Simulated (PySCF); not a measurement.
Si(Cl)2(vinyl)(OH) (C2H4Cl2OSi), SMILES C=C[Si](O)(Cl)Cl. Geometry: PBE-D3(BJ)/def2-SVP. One conformer was computed; it need not be the lowest.

Give the equilibrium geometry at PBE-D3(BJ)/def2-SVP (PySCF confirms it by a frequency run) as bond lengths and angles, and its point group. (An estimate is asked for; the answer gives what the named calculation found.)

One answer among several that fit: point group Cs.
Atoms: C1 C2 Si3 O4 Cl5 Cl6 H7 H8 H9 H10. Bond lengths (Å): C1–C2 1.348, C1–H7 1.103, C1–H8 1.104, C2–Si3 1.849, C2–H9 1.105, Si3–O4 1.663, Si3–Cl5 2.079, Si3–Cl6 2.079, O4–H10 0.973. Bond angles (°): C2–C1–H7 121.4, C2–C1–H8 121.8, H7–C1–H8 116.8, C1–C2–Si3 121.9, C1–C2–H9 119.9, Si3–C2–H9 118.2, C2–Si3–O4 107.5, C2–Si3–Cl5 110.9, C2–Si3–Cl6 110.9, O4–Si3–Cl5 110.7, O4–Si3–Cl6 110.7, Cl5–Si3–Cl6 106.1, Si3–O4–H10 116.2.
